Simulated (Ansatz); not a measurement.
Reaction (hydrogen abstraction from the Si–H bond): `O[SiH2]O[SiH2]O` + `[SiH3]`• → `O[SiH]O[SiH2]O`• + SiH₄

Gas-phase electronic energies from Ansatz, PBE0-D4/def2-TZVP geometries. CBS: MP2 limit from def2 TZ/QZ plus the TZ coupled-cluster correction, frozen cores. This one scheme is used for every species. Functionals use def2-TZVPP. B3LYP here is the variant with VWN-RPA as its local correlation; programs differ in this. No spin–orbit coupling; open shells (•) take unrestricted orbitals. Each species was taken in one conformer, which may not be the lowest.

**Question.** Is it downhill or uphill in electronic energy at CCSD(T)/CBS, and by how much? (An estimate is asked.)

**Answer.** Computed: Uphill: ΔE = +13.4 kJ/mol.

**Question.** What do these levels give: PBE-D4, r2SCAN-D4, B3LYP-D4, ωB97X-V, ωB97M-V, B2PLYP, PBE, MP2/def2-TZVPP, HF/def2-QZVPP, HF/CBS(def2), MP2/CBS(def2), CCSD/CBS(def2)? (Best estimate.)

**Answer.** The calculation gave: PBE-D4 3.3, r2SCAN-D4 8.6, B3LYP-D4 6.5, ωB97X-V 9.1, ωB97M-V 11.5, B2PLYP 10.7, PBE 4.2, MP2/def2-TZVPP 15.0, HF/def2-QZVPP 18.7, HF/CBS(def2) 18.6, MP2/CBS(def2) 13.3, CCSD/CBS(def2) 15.1 kJ/mol.

Largest T1 diagnostic among the species: 0.015.

From PBE to PBE0 (25 % exact exchange), in def2-TZVPP and without D4, ΔE moves by +5.2 kJ/mol. In def2-TZVPP, CCSD(T) changes the Hartree–Fock value by −4.3 kJ/mol (the triples alone add −1.7 kJ/mol) and MP2 by −4.4 kJ/mol.
